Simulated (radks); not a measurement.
Initial-state core-level shifts of neutral cadmium when its valence configuration changes from [Kr] 4d10 5s2. Method: Dirac Kohn-Sham, PBEsol, spin-unpolarised, spherical densities, finite nucleus; open shells fill j = l - 1/2 first; Fermi nuclear charge, rms radius 4.6087 fm; computed with a radial shooting solver on a logarithmic mesh with Libxc functionals. Shifts are changes of the shell-averaged eigenvalues in eV (positive: less bound); the change of the density at the nucleus, which sets a Mossbauer isomer shift, is in e/bohr^3, on a base of 1.593e+05.

| valence | 1s | 2s | 2p | 3s | density at nucleus |
|---|---|---|---|---|---|
| 4d10 5s1.5 5p0.5 | -0.949 | -0.924 | -0.924 | -0.935 | -9.82 |
| 4d10 5s1 5p1 | -1.808 | -1.759 | -1.760 | -1.782 | -20.52 |
| 4d9 5s2 5p1 | -6.640 | -6.918 | -6.898 | -6.811 | +14.21 |
| 4d9.5 5s2 5p0.5 | -3.332 | -3.460 | -3.450 | -3.415 | +7.00 |
| 4d10 5p2 | -3.355 | -3.259 | -3.260 | -3.306 | -44.10 |
| 4d9.5 5s1 5p1.5 | -4.942 | -5.028 | -5.018 | -5.004 | -16.11 |
| 4d8 5s2 5p2 | -13.351 | -13.991 | -13.946 | -13.704 | +29.46 |
